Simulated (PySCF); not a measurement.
C₃H₈NOSi (doublet state).
Z-matrix (Å and degrees, GFN2-xTB geometry), rows numbered from 1:
```
C 
C   1  1.4913
C   2  1.3685  1  121.72
O   3  1.2332  2  132.30  1   -24.45
Si  3  1.9665  2  113.92  1   148.26
N   5  1.7070  3  101.83  2   165.26
H   1  1.0876  2  109.95  3    17.24
H   1  1.0911  2  109.44  3   137.55
H   1  1.0930  2  111.77  3  -103.63
H   2  1.0784  1  117.50  3   167.21
H   5  1.4626  3  107.99  2    48.69
H   5  1.4684  3  107.02  2   -71.45
H   6  1.0096  5  117.66  3    18.37
H   6  1.0058  5  122.67  3   164.88
```

The hyperfine couplings belong to this conformer and change with its torsions.

The species is `C[CH]C(=O)[SiH2]N` [radical].

Level of theory: PySCF, UKS B3LYP, pcH-1 on C H N O Si, non-relativistic, mean-field spin-orbit, GIAO. One conformer (not necessarily the lowest) at the GFN2-xTB geometry, without solvent, vibrations or thermal averaging. The geometry wasn't refined by DFT: couplings that depend on bond lengths, twists or pyramidal angles can differ widely from those at the functional's own minimum. The frame is twisted about the C2–C3 bond at this geometry (dihedral H10–C2–C3–Si5 = -19°); couplings at other torsion angles weren't computed. No stability test was run, so a lower SCF solution isn't excluded.

Task: The isotropic 13C couplings are +54.4, -36.8, -20.9 MHz. Assign them to C1; C2; C3.

Result: 
```tsv
site	a_iso (MHz)	ρ(0) (bohr⁻³)	position	distance from C2 (Å)	spin population	largest |T| (MHz)
C1	-20.9	-0.0186	1 bond from C2	1.49	-0.04	4.0
C2	+54.4	+0.0486	largest spin population	0.00	+0.70	109.6
C3	-36.8	-0.0328	1 bond from C2	1.37	-0.06	20.4
```

ρ(0) is the spin density at the nucleus and T the dipolar tensor; a_iso includes a spin–orbit part; entries for several nuclei are means. The largest Mulliken spin populations are on C2 (+0.70) and O4 (+0.33). The angles at C2 add up to 358.8°, so it is planar; its axial dipolar tensor and the negative coupling of its proton fit spin in a p orbital normal to that plane.

β density exceeds α density at some nuclei, such as C3 (-0.0328), C1 (-0.0186) and H10 (-0.0087), spin density in bohr⁻³. In a single determinant that takes different orbitals for the two spins, that is spin polarisation.

Class means assume fast exchange of nuclei equivalent by connectivity; if that motion is slow, each nucleus keeps its own coupling. H13 and H14 aren't averaged: N6 is flat or nearly so (angle sum 352°), and its turn about the short N6–Si5 bond (1.71 Å) is taken as slow. The three 1H nuclei of mean +56.0 MHz run from 4.2 to 85.8 MHz in the frozen geometry. The 1H value of +3.7 MHz is a mean of couplings from -7.3 to 14.7 MHz in this one geometry, not an average over conformers.
